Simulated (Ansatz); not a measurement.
System: sum formula SiBrCl (charge 0, singlet). 
Geometry from a B3LYP-D3(BJ)/def2-TZVP (Ansatz, an electronic-structure program) optimisation:
SMILES: Cl[Si]Br
```xyz
3

Si     0.3791     0.3746     1.0903
Cl     1.1144     1.8306    -0.2184
Br    -0.6929    -1.0390    -0.3300
```

Wanted: vertical electron affinity (to the doublet state of charge -1; a negative value means that the extra electron is unbound and the number depends on the basis; each state is the SCF solution reached for its spin; for the singlet the Hartree-Fock reference is unstable and T1 is 0.014), in eV. Correlated levels leave the core frozen unless marked. Open shells are spin-unrestricted. No spin-orbit coupling. Frozen are the shells of the preceding noble gas and the d and f shells that filled before the atom's block. Non-relativistic. Anions need diffuse functions: def2-D sets add few. CBS marks a two-point X^-3 extrapolation of the correlation energy; Hartree-Fock from the larger set. [CCSD(T)-MP2]/basis is that difference in the basis named.

| level | program | vertical electron affinity (eV) |
|---|---|---|
| PBE/def2-TZVPD | Ansatz | (withheld) |
| r2SCAN/def2-TZVPD | Ansatz | 1.28 |
| B3LYP/def2-TZVPD | Ansatz | (withheld) |
| wB97X-V/def2-TZVPD | Ansatz | 1.19 |
| SCS-MP2/def2-SVPD | Ansatz | 0.90 |
| SCS-MP2/def2-TZVPPD | Ansatz | 0.95 |
| CCSD/def2-TZVPPD | Ansatz | (withheld) |
| RI-MP2/CBS(def2-TZVPPD,def2-QZVPPD)+[CCSD(T)-MP2]/def2-TZVPPD | Ansatz | (withheld) |

Question: Fill in the missing entries.

Answer: 
- PBE/def2-TZVPD, vertical electron affinity (eV): 1.13
- B3LYP/def2-TZVPD, vertical electron affinity (eV): 1.18
- CCSD/def2-TZVPPD, vertical electron affinity (eV): 1.08
- RI-MP2/CBS(def2-TZVPPD,def2-QZVPPD)+[CCSD(T)-MP2]/def2-TZVPPD, vertical electron affinity (eV): 1.16
